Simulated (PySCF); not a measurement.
**RuO3: double against triple zeta**

Base calculation in PySCF with density fitting and no spin–orbit coupling, PBE0/def2-SVP (scalar-relativistic core potentials): singlet, D3h, Ru–O 1.661 Å (×3); wavenumbers 107, 312 (×2), 1000 (×2), 1018 cm⁻¹; gap between the highest occupied and lowest empty levels 3.83 eV, polar-tensor charge of Ru 1.46 e, atomisation energy (no zero-point energy) 1347 kJ/mol.

Problem. What changes on going to PBE0/def2-TZVP (scalar-relativistic core potentials)?

Solution. The point group stays the same. Changes: mean bond to Ru -0.001 Å, highest wavenumber +11 cm⁻¹, lowest wavenumber -3 cm⁻¹, gap between the highest occupied and lowest empty levels 0.00 eV, polar-tensor charge of Ru +0.03 e, atomisation energy (no zero-point energy) +9 kJ/mol. The new structure has Ru–O 1.660 Å (×3), with wavenumbers 104, 320 (×2), 1009 (×2), 1029 cm⁻¹. The geometry is nearly converged in the smaller basis.

Each species is the lowest minimum found with this bonding; other isomers or fragments can lie lower.
